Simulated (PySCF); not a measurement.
Run times: silver in x2c-TZVPall

Measured wall times of calculations with PySCF 2.14 in x2c-TZVPall, with the spin-free X2C one-electron Hamiltonian (Gaussian nucleus), run from one Python driver. Hardware: 1 thread of Neoverse-N1 on a shared host, 1.3 GiB allowed. The two-electron integrals over 63 functions were computed once and kept in memory (2.3 CPU seconds with the set-up); the times below exclude them. Kohn-Sham runs start from converged Hartree-Fock orbitals.

Launch command (the driver calls PySCF for each step listed in the task file):

```bash
OMP_NUM_THREADS=1 python atomrun2.py TASK.json OUT
```

| species | step | iterations | wall time (s) |
| --- | --- | --- | --- |
| Ag²⁺ [Kr] 4d9 | UHF | 8 | 0.67 |
| Ag²⁺ [Kr] 4d9 | LDA | 6 | 1.2 |
| Ag²⁺ [Kr] 4d9 | MN15 | 8 | 5.7 |
| Ag²⁺ [Kr] 4d9 | MP2 (9 electrons) |  | 0.19 |
| Ag³⁺ [Kr] 4d8 | UHF | 6 | 0.53 |
| Ag³⁺ [Kr] 4d8 | LDA | 6 | 1.2 |
| Ag³⁺ [Kr] 4d8 | MN15 | 6 | 4.5 |
| Ag³⁺ [Kr] 4d8 | MP2 (8 electrons) |  | 0.18 |

Peak memory of the process: 0.26 GiB. Times on a shared host vary from run to run.
